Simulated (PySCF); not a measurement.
HNaO (SMILES [OH][Na]), singlet, at a GFN2-xTB geometry (such geometries of metal compounds can be far from the true shape). Base run: PySCF with PBE0/cc-pVDZ, polarisability.

Input for PySCF:
```python
from pyscf import gto, scf, dft
from pyscf.prop import polarizability

mol = gto.Mole()
mol.atom = '''
    Na   -0.59157955   -0.37011178   -0.50028657
    O     0.66963433    0.37237856    0.56679067
    H     1.15030049    1.09220114    0.96882694
'''
mol.basis = 'cc-pvdz'
mol.verbose = 4
mol.build()

mf = dft.RKS(mol)
mf.xc = 'pbe0'
mf.kernel()
alpha = mf.Polarizability().polarizability()[2, 2]
print('alpha_zz =', alpha)
```

### Question
The base was run again with changes. Order these runs by alpha_zz (bohr³), lowest first: basis = def2-TZVPD | functional = lda,vwn | basis = 6-31G* | basis = def2-TZVP | basis = def2-SVP | basis = aug-cc-pVTZ.

### Answer
basis = def2-TZVP (alpha_zz (bohr³) 19.15), basis = def2-SVP (alpha_zz (bohr³) 19.82), basis = def2-TZVPD (alpha_zz (bohr³) 21.65), basis = 6-31G* (alpha_zz (bohr³) 22.13), basis = aug-cc-pVTZ (alpha_zz (bohr³) 22.64), functional = lda,vwn (alpha_zz (bohr³) 27.82)

Finite-field rows take the second difference of the energy in a field along z; a small field with loose convergence shows SCF noise divided by the square of the field, and a large one adds hyperpolarisability.
